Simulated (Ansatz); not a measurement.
Consider the cleavage of the B–Si bond: `[SiH3]B[SiH2][SiH3]` + silanol → `[SiH3]BO[SiH3]` + disilane.

Gas-phase electronic energies from Ansatz, PBE0-D4/def2-TZVP geometries. CCSD(T)/CBS adds triple-zeta CCSD(T) − MP2 to the extrapolated MP2 energy (def2 sets, frozen cores). DFT in def2-TZVPP. B3LYP here is the variant with VWN-RPA as its local correlation; programs differ in this. Each species was taken in one conformer, which may not be the lowest.

```json
{"level": "PBE-D4", "ΔE (kJ/mol)": "-124.9", "difference from CCSD(T)/CBS": "12.6"}
{"level": "r2SCAN-D4", "ΔE (kJ/mol)": "-132.3", "difference from CCSD(T)/CBS": "5.2"}
{"level": "PBE0-D4", "ΔE (kJ/mol)": "-128.9", "difference from CCSD(T)/CBS": "8.6"}
{"level": "B3LYP-D4", "ΔE (kJ/mol)": "-142.7", "difference from CCSD(T)/CBS": "-5.2"}
{"level": "ωB97X-V", "ΔE (kJ/mol)": "-141.6", "difference from CCSD(T)/CBS": "-4.1"}
{"level": "ωB97M-V", "ΔE (kJ/mol)": "-142.6", "difference from CCSD(T)/CBS": "-5.1"}
{"level": "B2PLYP", "ΔE (kJ/mol)": "-147.6", "difference from CCSD(T)/CBS": "-10.1"}
{"level": "PBE", "ΔE (kJ/mol)": "-128.4", "difference from CCSD(T)/CBS": "9.1"}
{"level": "r2SCAN", "ΔE (kJ/mol)": "-133.3", "difference from CCSD(T)/CBS": "4.2"}
{"level": "PBE0", "ΔE (kJ/mol)": "-132.2", "difference from CCSD(T)/CBS": "5.3"}
{"level": "B3LYP", "ΔE (kJ/mol)": "-148.4", "difference from CCSD(T)/CBS": "-10.9"}
{"level": "HF/def2-TZVPP", "ΔE (kJ/mol)": "-162.9", "difference from CCSD(T)/CBS": "-25.4"}
{"level": "MP2/def2-TZVPP", "ΔE (kJ/mol)": "-142.8", "difference from CCSD(T)/CBS": "-5.3"}
{"level": "SCS-MP2/def2-TZVPP", "ΔE (kJ/mol)": "-148.3", "difference from CCSD(T)/CBS": "-10.8"}
{"level": "CCSD/def2-TZVPP", "ΔE (kJ/mol)": "-143.0", "difference from CCSD(T)/CBS": "-5.5"}
{"level": "CCSD(T)/def2-TZVPP", "ΔE (kJ/mol)": "-140.5", "difference from CCSD(T)/CBS": "-3.0"}
{"level": "HF/def2-QZVPP", "ΔE (kJ/mol)": "-164.1", "difference from CCSD(T)/CBS": "-26.6"}
{"level": "MP2/def2-QZVPP", "ΔE (kJ/mol)": "-141.5", "difference from CCSD(T)/CBS": "-4.0"}
{"level": "SCS-MP2/def2-QZVPP", "ΔE (kJ/mol)": "-147.0", "difference from CCSD(T)/CBS": "-9.5"}
{"level": "HF/CBS(def2)", "ΔE (kJ/mol)": "-164.3", "difference from CCSD(T)/CBS": "-26.8"}
{"level": "MP2/CBS(def2)", "ΔE (kJ/mol)": "-139.7", "difference from CCSD(T)/CBS": "-2.2"}
{"level": "CCSD/CBS(def2)", "ΔE (kJ/mol)": "-139.9", "difference from CCSD(T)/CBS": "-2.4"}
{"level": "CCSD(T)/CBS", "ΔE (kJ/mol)": "-137.5", "difference from CCSD(T)/CBS": "0"}
```

Largest T1 diagnostic among the species: 0.015.

From PBE to PBE0 (25 % exact exchange), in def2-TZVPP and without D4, ΔE moves by −3.8 kJ/mol. In def2-TZVPP, CCSD(T) changes the Hartree–Fock value by +22.3 kJ/mol (the triples alone add +2.5 kJ/mol) and MP2 by +20.0 kJ/mol.
